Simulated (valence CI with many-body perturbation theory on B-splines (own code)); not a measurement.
**Basis-set convergence for Os⁵³⁺**

Calculated by relativistic CI+MBPT: five valence electrons over a frozen Dirac-Fock core [Ar], radial functions for each j: 7 s, 7 p, 8 d, 6 f, 4 g, 1 h, with the one-electron correlation potential Σ1 (screened to all orders), the two-electron term Σ2, the three-electron term Σ3, Breit, model QED; selected single and double excitations, second order for the rest, scaled by the run's own slope (own B-spline code, finite nucleus).

The last digits are not significant, and no measured levels were compared; by estimate large intervals hold to a few tenths of a per cent, small ones and those within an open d or f shell to about a per cent. Among the levels kept, up to 570 cm⁻¹ of a level comes from second order outside the variational space, and about a tenth of that is noise between levels of different J, which matters for small intervals. Only levels of the ground parity were solved; by the run's estimate the other parity begins above the list, which can be wrong where configurations are misplaced.

The reference run has the lowest level (3d3/2^4 3d5/2) J=5/2 and an ionisation energy of 5052.04 eV. Its largest variational space holds 20000 state functions.

Levels are named by their leading jj configuration (3d3/2^4 stands for four electrons in 3d with j = 3/2), which in mixed levels can hold well under half, so a name can repeat and another be missing. Letters in brackets count levels of one name in rising energy.

Changed runs:
A. basis 6 s, 6 p, 5 d, 5 f, 1 g
B. basis 5 s, 5 p, 4 d, 4 f

Excitation energies of the reference run in cm⁻¹, and shifts in cm⁻¹:

```
                      Level  Reference      A      B
(3d3/2^3 3d5/2^2) J=5/2 [a]     545462   -270   -582
(3d3/2^3 3d5/2^2) J=7/2 [a]     641662    -72   +215
   (3d3/2^3 3d5/2^2) J=11/2     651480   -8.7   +244
(3d3/2^3 3d5/2^2) J=3/2 [a]     658106   -107   +118
    (3d3/2^3 3d5/2^2) J=9/2     699252   -1.4   +623
(3d3/2^3 3d5/2^2) J=5/2 [b]     731544    +34   +896
    (3d3/2^3 3d5/2^2) J=1/2     764370    -42   +784
(3d3/2^3 3d5/2^2) J=7/2 [b]     768252    +86  +1021
(3d3/2^3 3d5/2^2) J=3/2 [b]     914453   +174  +1379
(3d3/2^2 3d5/2^3) J=5/2 [a]    1177970   -316   -560
(3d3/2^2 3d5/2^3) J=7/2 [a]    1251140   -230    +41
   (3d3/2^2 3d5/2^3) J=11/2    1253450   -150    +38
     Ionisation energy (eV)    5052.04  -0.11  -0.21
```
